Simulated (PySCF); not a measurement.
Numbering as in the mapped SMILES `[CH3:1][C@@H:2]1[CH2:3][CH2:4][CH2:5][CH2:6][P@H:7]1=[O:8]`. Hydrogens are named by the atom that carries them. Ha(C3), Ha(C4), Ha(C5), Ha(C6) are cis to C1 on the ring; Hb(C3), Hb(C4), Hb(C5), Hb(C6) are trans to C1 on the ring.

Geometry: PBE0-D3(BJ)/def2-SVP; GIAO absolute shieldings from PySCF, gas phase, non-relativistic, averaged over equivalent atoms.

At wB97X-D/pcSseg-1 (208 basis functions, 48 s wall time on 1 thread of an Arm Neoverse V1, shared host):
| atoms | σ (ppm) |
| --- | --- |
| C2 | 147.4 |
| C3 | 151.7 |
| C6 | 154.0 |
| C4 | 156.3 |
| C5 | 159.9 |
| C1 | 168.4 |
| P7 | 300.6 |
| O8 | 243.5 |
| H(P7) | 25.00 |
| Ha(C6) | 29.56 |
| Hb(C5) | 29.68 |
| Hb(C3) | 29.84 |
| Ha(C4) | 29.95 |
| Hb(C6) | 30.01 |
| H(C1) | 30.15 |
| Ha(C5) | 30.21 |
| H(C2) | 30.24 |
| Hb(C4) | 30.33 |
| Ha(C3) | 30.54 |

Q: Estimate the result of repeating the calculation with PBE0/pcSseg-1.

A: 
| atoms | σ at PBE0/pcSseg-1 | change |
| --- | --- | --- |
| C2 | 146.3 | -1.1 |
| C3 | 150.9 | -0.8 |
| C6 | 153.3 | -0.7 |
| C4 | 155.5 | -0.8 |
| C5 | 159.2 | -0.7 |
| C1 | 168.3 | -0.1 |
| P7 | 303.2 | +2.6 |
| O8 | 237.8 | -5.7 |
| H(P7) | 24.77 | -0.23 |
| Ha(C6) | 29.39 | -0.17 |
| Hb(C5) | 29.49 | -0.19 |
| Hb(C3) | 29.66 | -0.18 |
| Ha(C4) | 29.78 | -0.17 |
| Hb(C6) | 29.86 | -0.15 |
| H(C1) | 30.04 | -0.11 |
| Ha(C5) | 30.02 | -0.19 |
| H(C2) | 30.07 | -0.17 |
| Hb(C4) | 30.18 | -0.15 |
| Ha(C3) | 30.37 | -0.17 |

The largest change is at O8 (P=O oxygen). Cost: 208 basis functions, 37 s wall time on 1 thread of an Arm Neoverse V1, shared host. The order of the carbon signals is the same at both levels.
